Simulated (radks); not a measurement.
Hg LV, configuration [Ar] 3d8.

Method: non-relativistic Kohn-Sham, LB94 model potential, spin-polarised, spherical densities, point nucleus; open shells are filled with parallel spins first (spin-orbit coupling, left out, can overturn this in heavy ions); relativity is left out, which matters for an element this heavy; computed with a radial shooting solver on a logarithmic mesh with Libxc functionals.

Energy parts (eV):
kinetic: 435374.90
electron-nucleus: -933857.10
Hartree: 69521.13
(The LB94 potential has no energy functional, so no total or exchange-correlation energy is given.)

Orbitals (lengths in bohr, moments of r in powers of bohr; <r^-3> diverges for s and p1/2; r(max) is where P^2 peaks):
[
 {"orbital": "1s down", "occ.": "1", "eigenvalue (eV)": "-78476.83", "<r^-3>": "-", "r(max)": "0.01256"},
 {"orbital": "1s up", "occ.": "1", "eigenvalue (eV)": "-78476.43", "<r^-3>": "-", "r(max)": "0.01256"},
 {"orbital": "2s up", "occ.": "1", "eigenvalue (eV)": "-15791.22", "<r^-3>": "-", "r(max)": "0.06808"},
 {"orbital": "2s down", "occ.": "1", "eigenvalue (eV)": "-15789.01", "<r^-3>": "-", "r(max)": "0.06807"},
 {"orbital": "2p up", "occ.": "3", "eigenvalue (eV)": "-15337.12", "<r^-3>": "18350", "r(max)": "0.05276"},
 {"orbital": "2p down", "occ.": "3", "eigenvalue (eV)": "-15336.43", "<r^-3>": "18360", "r(max)": "0.05275"},
 {"orbital": "3s up", "occ.": "1", "eigenvalue (eV)": "-5916.032", "<r^-3>": "-", "r(max)": "0.1828"},
 {"orbital": "3s down", "occ.": "1", "eigenvalue (eV)": "-5906.262", "<r^-3>": "-", "r(max)": "0.1829"},
 {"orbital": "3p up", "occ.": "3", "eigenvalue (eV)": "-5711.093", "<r^-3>": "4309", "r(max)": "0.1714"},
 {"orbital": "3p down", "occ.": "3", "eigenvalue (eV)": "-5700.653", "<r^-3>": "4300", "r(max)": "0.1715"},
 {"orbital": "3d up", "occ.": "5", "eigenvalue (eV)": "-5344.785", "<r^-3>": "775.9", "r(max)": "0.1334"},
 {"orbital": "3d down", "occ.": "3", "eigenvalue (eV)": "-5334.183", "<r^-3>": "776.6", "r(max)": "0.1333"}
]

The highest occupied level is 3d down at -5334.2 eV. Spin moment in Bohr magnetons: 2. The density falls to 0.001 e/bohr^3 at r = 0.60 bohr. The spin density at the nucleus is -1.55 e/bohr^3 (1s 1.38, 2s -13.96, 3s 11.03). For comparison, the ionisation energy in NIST's Atomic Spectra Database is 5335 eV (theoretical). In exact Kohn-Sham theory the highest level is minus the ionisation energy, but local and semilocal functionals leave it too shallow, through self-interaction and a potential that decays too fast; potentials with the right tail come closer. The electron density at the nucleus is 3.663e+05 e/bohr^3. Summed over all electrons, <r^2> = 0.6042 bohr^2, which gives a Langevin (diamagnetic) susceptibility term of -0.479 x 10^-6 cm^3/mol.
